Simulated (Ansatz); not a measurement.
`[BH2][Zn][F]` + `C=C=CN` → `BNC=C=C` + `[F][ZnH]` at 298.15 K and 1 bar (cleavage of the B–Zn bond).

Computed with Ansatz on PBE0-D4/def2-TZVP structures; ΔE is electronic, products minus reactants. CCSD(T)/CBS is the MP2 limit (def2-TZVPP, def2-QZVPP) plus CCSD(T) − MP2 in def2-TZVPP, frozen cores. For Zn outer-core shells are correlated without core-valence functions, which leaves a few kJ/mol of doubt a bond. Scalar relativity is left out up to krypton. Each species was taken in one conformer, which may not be the lowest.

```
       species  CCSD(T)/CBS energy (Eh)  H − E (kJ/mol)  S (J/(mol·K))
`[BH2][Zn][F]`              -1904.16040            70.6          282.2
      `C=C=CN`               -171.79482           208.6          285.5
     `BNC=C=C`               -197.22529           244.0          310.5
    `[F][ZnH]`              -1878.79355            32.0          233.4
```

H − E and S are ideal-gas, rigid-rotor, harmonic terms from PBE0-D4/def2-TZVP, for one conformer and one mirror image of each species. 1 Eh = 2625.50 kJ/mol, R = 8.31446 J/(mol·K).

Problem. By hand: ΔE, ΔH, ΔS and ΔG.

Solution. ΔE = (-197.22529) + (-1878.79355) − (-1904.16040) − (-171.79482) = -0.06362 Eh = -167.0 kJ/mol. Δ(H − E) = 244.0 + 32.0 − 70.6 − 208.6 = -3.2, so ΔH = -170.2 kJ/mol. ΔS = 310.5 + 233.4 − 282.2 − 285.5 = -23.8 J/(mol·K). ΔG = -170.2 − 298.15 × (-23.8)/1000 = -163.1 kJ/mol.

Problem. By hand: the equilibrium constant, and the temperature at which ΔG would vanish if ΔH and ΔS stayed fixed.

Solution. log₁₀ K = −ΔG/(RT ln 10) = 28.6. ΔG = 0 at ΔH/ΔS = 7151 K, far beyond where these terms or the molecules hold.

ΔH outweighs TΔS. A doubt of 5 kJ/mol in ΔE shifts log₁₀ K by 0.9 here. Other conformers and mirror images would add mixing entropy, several J/(mol·K) or more a flexible species. These are equilibria of isolated gas molecules and say nothing of rates. Largest T1 diagnostic: 0.018 (customary marks: 0.02 for closed shells, 0.045 for open ones).
